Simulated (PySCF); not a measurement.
## Xe²⁺ (xenon, charge +2) across methods

[Kr] 4d10 5s2 5p4, high-spin 3P determinant. Computed with PySCF 2.14 in x2c-TZVPPall, with scalar relativity by spin-free X2C-1e.

| method | E (hartree) | mean ε 5s β (eV) | mean ε 5p α (eV) | mean ε 5p β (eV) | Σ⟨r²⟩ (bohr²) | ⟨S²⟩ |
| --- | --- | --- | --- | --- | --- | --- |
| TPSSh | -7444.91 | -38.847 | -28.037 | -26.325 | 43.11 | 2.003 |
| wB97X-V | -7444.91 | -42.597 | -31.134 | -29.587 | 43.15 | 2.002 |
| B3LYP | -7445.29 | -39.676 | -28.418 | -26.824 | 43.22 | 2.002 |
| r2SCAN | -7445.21 | -38.347 | -27.813 | -26.002 | 43.14 | 2.004 |
| wB97X | -7445.48 | -42.578 | -31.088 | -29.440 | 43.10 | 2.002 |
| PBE0 | -7444.86 | -39.786 | -28.823 | -27.044 | 43.11 | 2.003 |
| UHF | -7442.30234 | -43.066 | -32.327 | -29.985 | 43.55 | 2.008 |
| PBE | -7444.77 | -38.248 | -27.336 | -25.700 | 43.13 | 2.002 |

Task: Estimate the same row for LDA.

Result: E (hartree) = -7438.50; mean ε 5s β (eV) = -38.715; mean ε 5p α (eV) = -27.429; mean ε 5p β (eV) = -25.886; Σ⟨r²⟩ (bohr²) = 43.08; ⟨S²⟩ = 2.001.
